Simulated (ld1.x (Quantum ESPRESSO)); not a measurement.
gadolinium (Gd), TM: configuration errors across variants

```json
{
 "Element": "Gd (Z = 64)",
 "Generator": "ld1.x (Quantum ESPRESSO) 7.5",
 "Type": "norm-conserving Troullier–Martins (Kleinman–Bylander form)",
 "Functional": "LDA (PZ)",
 "Relativity": "scalar-relativistic",
 "Frozen core": "[Kr] 4d10 5s2",
 "Valence charge": "16",
 "Reference configuration": "4f7 5p6 5d1 6s2 6p0",
 "Partial waves": "6s (bound): rc 3.65 bohr; 5p (bound): rc 1.75 bohr; 5d (bound): rc 3.15 bohr; 4f (bound): rc 0.85 bohr",
 "Local potential": "the f channel",
 "Core correction": "a·sin(br)/r model core inside 0.75 bohr"
}
```

All-electron excitation energies from the reference (eV): (1) 4f7 5p6 5d1 6s1 6p0 6.856; (2) 4f7 5p6 5d1 6s0 6p0 19.233; (3) 4f7 5p6 5d0 6s0 6p0 39.279; (4) 4f6 5p6 5d0 6s0 6p0 83.112; (5) 4f8 5p6 5d0 6s1 6p0 2.488; (6) 4f8 5p6 5d1 6s0 6p0 4.267; (7) 4f7 5p6 5d1 6s2 6p0 spin -9.126.

Spin tests fill each open shell by Hund’s rule, majority spin first.

Tests that are not counted but printed errors over 1 eV. “base”: 4f7 5p5 5d1 6s2 6p0 (solver errors, printed error -2002 eV); 4f7 5p6 5d1 6s1 6p0 (spin-polarised) (solver errors, printed error +1.5 eV). “all radii but the core radius scaled by about 0.74 (s 2.70, p 1.30, d 2.34, f 0.62 bohr)”: 4f6 5p6 5d0 6s0 6p0 (solver errors, printed error -1432 eV); 4f7 5p5 5d1 6s2 6p0 (solver errors, printed error -29.2 eV). “all radii but the core radius scaled by about 0.82 (s 3.00, p 1.44, d 2.60, f 0.70 bohr)”: 4f6 5p6 5d0 6s0 6p0 (solver errors, printed error -1431 eV); 4f7 5p5 5d1 6s2 6p0 (solver errors, printed error -27.2 eV). “all radii but the core radius scaled by about 0.91 (s 3.32, p 1.60, d 2.88, f 0.78 bohr)”: 4f6 5p6 5d0 6s0 6p0 (solver errors, printed error -1432 eV); 4f7 5p5 5d1 6s2 6p0 (pseudo-atom not self-consistent, printed error -1960 eV). “all radii but the core radius scaled by about 1.09 (s 3.98, p 1.90, d 3.42, f 0.92 bohr)”: 4f7 5p5 5d1 6s2 6p0 (solver errors, printed error -2135 eV); 4f7 5p6 5d1 6s1 6p0 (solver errors, printed error -2.6 eV); 1 more.

1 further variants failed, have other tests or too few solved ones, and are left out.

A true bound ghost makes a file unfit for plane-wave use even where its test errors are small: the radial tests pick states by their node count and pass the ghost by. Where a test does run into it, the solver fails or the error is huge.

Errors AE − PS in meV (a dash: test not solved or not reliable):

```csv
change,(1),(2),(3),(4),(5),(6),(7),bound ghosts
base,-4.3,-17,+1.5,+111,-385,-465,+1557,"s, p, d"
"all radii but the core radius scaled by about 0.74 (s 2.70, p 1.30, d 2.34, f 0.62 bohr)",-2.0,-12,-7.0,–,-293,-362,+1462,"s, p, d"
"all radii but the core radius scaled by about 0.82 (s 3.00, p 1.44, d 2.60, f 0.70 bohr)",-2.7,-14,+6.4,–,-372,-475,+1493,"s, p, d"
"all radii but the core radius scaled by about 0.91 (s 3.32, p 1.60, d 2.88, f 0.78 bohr)",-3.2,-14,+14,–,-388,-494,+1529,"s, p, d"
"all radii but the core radius scaled by about 1.09 (s 3.98, p 1.90, d 3.42, f 0.92 bohr)",–,-32,-37,+58,-395,-405,+1558,"s, p, d"
"all radii but the core radius scaled by about 1.24 (s 4.54, p 2.18, d 3.92, f 1.06 bohr)",+18,-83,-131,-52,–,-282,–,"s, p, d"
"all radii but the core radius scaled by about 1.38 (s 5.04, p 2.42, d 4.34, f 1.18 bohr)",-4.5,-164,-234,-211,–,-174,+1575,"s, p, d"
```

Q: Give the same row for: all radii but the core radius scaled by about 1.30 (s 4.74, p 2.28, d 4.10, f 1.10 bohr).

A: +8.5, -118, -180, -139, –, -233, –; bound ghosts: s, p, d. Not counted: 4f7 5p6 5d1 6s2 6p0 (spin-polarised) (solver errors, printed error -2089 eV); 4f7 5p5 5d1 6s2 6p0 (solver errors, printed error -26.2 eV); 1 more.
